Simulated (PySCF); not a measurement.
Computed IR spectrum (relative IR intensity) of a molecule C4H12Si2. Geometry optimised at PBE0-D3(BJ)/def2-SVP. Other conformers were not sampled. These are PBE0-D3(BJ)/def2-SVP (PySCF) values and carry that method's errors. Frequencies are harmonic and unscaled.

Lines under 2 % of the strongest are left out, and lines within 2 cm⁻¹ are merged.

ν (cm⁻¹): 351 (vw), 355 (w), 390 (vw), 624 (vw), 630 (vw), 660 (m), 690 (vw), 705 (m), 737 (vw), 793 (vs), 881 (m), 885 (m), 920 (w), 935 (m), 955 (m), 1260 (w), 1384 (vw), 1432 (w), 1447 (w), 1460 (w), 2189 (m), 2198 (m), 2205 (m), 2214 (s), 3038 (w), 3120 (vw), 3133 (w), 3144 (w), 3236 (vw) (against the strongest line: vs over 80 %, s over 45 %, m over 15 %, w over 4 %, vw less)

**Question.** Which structure fits?
(A) C=CC[Si@@H](C)[SiH3]
(B) [SiH3]CC1C[SiH2]C1
(C) C=C(C)[SiH2][SiH2]C
(D) CC1C[SiH2][SiH2]C1

**Answer.** C, C=C(C)[SiH2][SiH2]C
